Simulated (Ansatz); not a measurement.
`[F][Ge]([F])([SeH])[SeH]`, 7 atoms. Total charge 0; spin multiplicity 1. Correlated methods include outer-core shells of Ge, Se, which these sets cover unevenly. Scalar relativity is left out up to krypton. All runs use 4 threads of an AMD EPYC 9R45 on a shared host. Correlated methods freeze the cores.

How many basis functions does each run have, and how long does it take in Ansatz? RHF-CCSD(T)/def2-TZVPP energy; RKS ωB97M-V/def2-SVP energy; RKS ωB97M-V/def2-QZVPP energy; RKS BHLYP-D4/def2-TZVPP energy; RKS CAM-B3LYP-D4/def2-TZVPP energy; RKS PBE0-D4/def2-TZVP frequencies; RKS PBE0-D4/def2-QZVPP energy; direct RPA on PBE orbitals/def2-TZVPP energy; RKS PBE0-D4/def2-TZVP relaxation (31 steps); RKS PBE0-D4/def2-SVP energy; RHF-CCSD(T)/def2-SVP energy; RHF-MP2/def2-QZVPP energy. (Estimate.)

Ansatz gave: Other jobs shared the machine, so times are rough.

```tsv
level	job	functions	wall time	peak host memory (GiB)
RKS PBE0-D4/def2-SVP	energy	134	0.8 s	0.5
RKS BHLYP-D4/def2-TZVPP	energy	234	1.8 s	1.1
direct RPA on PBE orbitals/def2-TZVPP	energy	234	2.1 s	0.61
RKS CAM-B3LYP-D4/def2-TZVPP	energy	234	2.1 s	1.2
RKS ωB97M-V/def2-SVP	energy	134	2.6 s	0.56
RKS PBE0-D4/def2-QZVPP	energy	441	5 s	2.5
RHF-CCSD(T)/def2-SVP	energy	134	8.5 s	0.88
RKS ωB97M-V/def2-QZVPP	energy	441	10 s	2.9
RHF-MP2/def2-QZVPP	energy	441	11 s	2.6
RKS PBE0-D4/def2-TZVP	relaxation (31 steps)	218	69 s	0.89
RKS PBE0-D4/def2-TZVP	frequencies	218	72 s	0.89
RHF-CCSD(T)/def2-TZVPP	energy	234	110 s	4.8
```
